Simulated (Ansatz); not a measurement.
## Which is lower?

Two relaxed structures of SiH$_{3}$Se (charge +1), closed shell (PBE0-D4/def2-TZVP; forces vanish, vibrations not checked).

A:

```xyz
5
angstrom
Si 0.0557 -0.9820 -0.0395
Se 0.5044 1.3640 -0.7753
H -1.0124 -0.3302 0.8216
H 1.9405 1.2259 -1.0766
H 0.7349 1.9398 0.5621
```

B:

```
5
angstrom
Si -0.1915 -0.6172 -0.0691
Se 0.9500 1.1333 -0.6157
H -1.1113 -0.6001 1.0806
H -0.0102 -1.8225 -0.8931
H 0.3630 1.9066 0.4973
```

Program: Ansatz 0.2.0. Basis: def2-TZVPP. Cores are frozen in the correlated methods. Filled d shells of the heavier atoms are correlated. The def2 sets are not built for correlating such inner shells, so the correlated values are less sure here. B3LYP uses VWN-RPA correlation.

(1) Which structure is lower at CCSD(T), and by how much? (To be estimated.)

The T1 diagnostic stays at or below 0.015. The restricted Hartree–Fock reference is unstable towards an unrestricted one at one or more of these structures.

## Answers

(1) The calculation gives: B, by 26.14 kcal/mol (electronic energy, against the other). By their contacts, A is SiH₃Se ([SiH][SeH2]), total charge +1 and B is SiH₃Se ([SiH2][SeH]), total charge +1.

All methods give the same order:

```tsv
method	E(B) − E(A) (kcal/mol)
PBE-D4	-26.42
r2SCAN-D4	-30.44
PBE0-D4	-27.42
B3LYP-D4	-26.09
wB97M-V	-24.78
HF	-27.90
MP2	-29.76
CCSD	-25.45
CCSD(T)	-26.14
```

Labels in which every atom is bracketed show which atoms are joined, not bond orders.

For scale, one of the runs: CCSD(T)/def2-TZVPP, 132 basis functions, launched by `ansatz run in.yaml --threads 2 --pin off --events-out ev --progress --plain --max-ram 4352MiB`. Hardware: 2 CPU threads of an Arm Neoverse V1, shared host. Wall time 11 s; peak host memory 0.62 GiB.
